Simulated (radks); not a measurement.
Results of a calculation; reference values are marked as such.
All-electron atom: the lutetium ion Lu2+ in [Kr] 4d10 4f14 5s2 5p5 6s1 5f1 (not the ground configuration). Level of theory: scalar-relativistic Kohn-Sham, revPBE, spin-polarised, spherical densities, finite nucleus; open shells are filled with parallel spins first (spin-orbit coupling, left out, can overturn this in heavy ions); Fermi nuclear charge, rms radius 5.37 fm (a radial shooting solver on a logarithmic mesh with Libxc functionals).

Unscreened Slater integrals over Kohn-Sham orbitals (eV). They are taken over the spin-up orbitals.

\begin{tabular}{lr}
integral & value \\ \hline
F0(5f,5f) & 4.8869 \\
F2(5f,5f) & 2.6074 \\
F4(5f,5f) & 1.7148 \\
F6(5f,5f) & 1.2593 \\
F0(5f,6s) & 5.9029 \\
G3(5f,6s) & 1.5901 \\
F0(5f,4f) & 6.3891 \\
F2(5f,4f) & 0.44296 \\
F4(5f,4f) & 0.14459 \\
F6(5f,4f) & 0.086323 \\
G0(5f,4f) & 0.15458 \\
G2(5f,4f) & 0.13887 \\
G4(5f,4f) & 0.096592 \\
G6(5f,4f) & 0.071785 \\
F0(5f,5p) & 6.2627 \\
F2(5f,5p) & 0.98900 \\
G2(5f,5p) & 0.21249 \\
G4(5f,5p) & 0.14858 \\
F0(6s,6s) & 8.5677 \\
F0(6s,4f) & 11.151 \\
G3(6s,4f) & 0.45488 \\
F0(6s,5p) & 10.480 \\
G1(6s,5p) & 0.94182 \\
F0(4f,4f) & 35.745 \\
F2(4f,4f) & 16.794 \\
F4(4f,4f) & 10.498 \\
F6(4f,4f) & 7.5412 \\
F0(4f,5p) & 21.910 \\
F2(4f,5p) & 7.3325 \\
G2(4f,5p) & 3.7193 \\
G4(4f,5p) & 2.8842 \\
F0(5p,5p) & 18.174 \\
F2(5p,5p) & 9.8236 \\
\end{tabular}

Derived for the open shells (J is the average intra-shell exchange parameter used in DFT+U). 5p: J = F2/5 = 1.965 eV. 5f: F4/F2 = 0.658, F6/F2 = 0.483, J = (286 F2 + 195 F4 + 250 F6)/6435 = 0.2168 eV.
